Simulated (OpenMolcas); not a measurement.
**Computed transition rates of O²⁺**

* Program: OpenMolcas 26.06
* Method: CASSCF
* Basis: ANO-RCC-VTZP [4s3p2d1f]
* Scalar Hamiltonian: DKH2, point nucleus
* Active space: 2 electrons in 3 orbitals (2p)
* State averaging: 2S+1 = 3 even, 3 roots; 2S+1 = 1 even, 6 roots
* Spin-orbit coupling: state interaction with AMFI integrals over the reference wave functions, term energies averaged over their components

Rates come from the transition moments of the reference wave functions (E1 and E2 in the length form). At fixed line strength A goes as λ^-3 for E1 and M1 and as λ^-5 for E2, so a rate at the computed wavelength can be rescaled to the measured one. Measured vacuum wavelengths follow from level energies in Moore, Selected Tables of Atomic Spectra, NSRDS-NBS 3, section 11. Branching counts decays inside the model space alone, at computed energies, and the table is only a selection of the E2 and M1 lines, drawn from those between levels with measured partners whose computed energy lies within a factor of 1.5 of the measured one.

| Upper | Lower | Type | λ computed (nm) | λ measured (nm) | A computed (s-1) | A rescaled (s-1) | Branching % |
| --- | --- | --- | --- | --- | --- | --- | --- |
| 2s² 2p² ¹S₀ | 2s² 2p² ¹D₂ | E2 | 300 | 436.4 | 1.18e+01 | 1.81e+00 | 97.6 |
| 2s² 2p² ¹S₀ | 2s² 2p² ³P₁ | M1 | 178.7 | 232.2 | 2.92e-01 |  | 2.4 |
| 2s² 2p² ¹D₂ | 2s² 2p² ³P₁ | M1 | 442 | 496 | 7.55e-03 |  | 25.5 |
| 2s² 2p² ³P₁ | 2s² 2p² ³P₀ | M1 | 88090 | 88360 | 2.64e-05 | 2.62e-05 | 100.0 |

Spin-changing lines and M1 lines between different terms are not rescaled, since their strength hangs on the term gaps too.

The largest correction is for 2s² 2p² ¹S₀ → 2s² 2p² ¹D₂ (E2): 1.18e+01 × (300 / 436.4)^5 = 1.81e+00 s-1, a factor of 0.15.

The computed rate and branching of 2s² 2p² ³P₁ → 2s² 2p² ³P₀ give the upper level a radiative lifetime of 1.000 / 2.64e-05 s-1 = 3.79e+04 s, counting decays inside the model space alone. The rescaled rate gives about 3.8e+04 s.

No measured rate stands beside these. Rescaling mends the energy factor alone: line strengths can still be far off where a level mixes with configurations outside the active space, and weak or spin-changing lines hang on small mixing coefficients that depend on the term gaps too, so rescaling need not improve them.

With the s shell closed, the reference lacks s² → p² mixing. Computed and measured levels are paired by configuration, term and J; levels that our copy of the source lacks, or whose pairing is in doubt (as where it misses far off the trend of its configuration), stay unpaired. Only configurations of the active space appear.
